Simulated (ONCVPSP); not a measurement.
Reading a pseudo-wave (phosphorus (P))

Columns: radius, all-electron u(r) and pseudo u(r) of the 3p shell (level -5.60 eV) of phosphorus in the configuration [Ne] 3s2 3p3; LDA (Perdew-Zunger), scalar-relativistic, ONCV scheme, ONCVPSP 4.0.1.

| r (bohr) | all-electron | pseudo |
| --- | --- | --- |
| 0.093 | -0.1207 | 0.0052 |
| 0.185 | -0.2526 | 0.0204 |
| 0.278 | -0.3009 | 0.0451 |
| 0.370 | -0.2747 | 0.0776 |
| 0.463 | -0.2001 | 0.1178 |
| 0.555 | -0.1010 | 0.1638 |
| 0.648 | 0.0090 | 0.2152 |
| 0.740 | 0.1175 | 0.2693 |
| 0.833 | 0.2207 | 0.3252 |
| 0.925 | 0.3132 | 0.3797 |
| 1.018 | 0.3953 | 0.4325 |
| 1.110 | 0.4648 | 0.4815 |
| 1.203 | 0.5235 | 0.5274 |
| 1.295 | 0.5706 | 0.5684 |
| 1.388 | 0.6080 | 0.6043 |
| 1.480 | 0.6359 | 0.6331 |
| 1.573 | 0.6560 | 0.6546 |
| 1.665 | 0.6686 | 0.6682 |
| 1.758 | 0.6752 | 0.6751 |
| 1.850 | 0.6764 | 0.6764 |
| 1.943 | 0.6731 | 0.6731 |
| 2.035 | 0.6661 | 0.6661 |
| 2.128 | 0.6559 | 0.6559 |
| 2.220 | 0.6433 | 0.6433 |
| 2.313 | 0.6286 | 0.6285 |
| 2.405 | 0.6124 | 0.6123 |

(1) How many radial nodes do the two functions have?

(2) At about which radius was the pseudo-wave matched?

(3) Is the pseudo-wave norm-conserving?

## Answers

(1) The all-electron 3p function has n − l − 1 = 1; the pseudo-wave has 0, since the states of the same l below it are removed with the core.

(2) 1.85 bohr. The columns agree to 0.0005 from 1.67 bohr on; several derivatives are matched, so the curves merge somewhat inside the radius.

(3) Yes: the ONCV scheme keeps the norm inside the radius equal to the all-electron one, which fixes the energy derivative of the logarithmic derivative at the level.
